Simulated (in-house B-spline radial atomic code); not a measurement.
Spin-orbit splittings of orbital energies (j = l + 1/2 less j = l - 1/2) and ratios of mean radii (lower j over upper j) along the 63-electron series, configuration [Xe] 4f9. Computed with a B-spline radial code for spherical atoms: Dirac-Hartree-Fock, average of the configuration, finite nuclei.

```csv
ion,Z,splitting of 3d (eV),radius ratio of 3d,splitting of 5p (eV),radius ratio of 5p,splitting of 4f (eV),radius ratio of 4f
Tb2+,65,33.969,0.98142,4.6777,0.94107,0.84849,0.98368
Dy3+,66,36.62,0.98082,5.4471,0.94362,0.98328,0.98694
Ho4+,67,39.425,0.98021,6.3363,0.94527,1.1416,0.98841
```
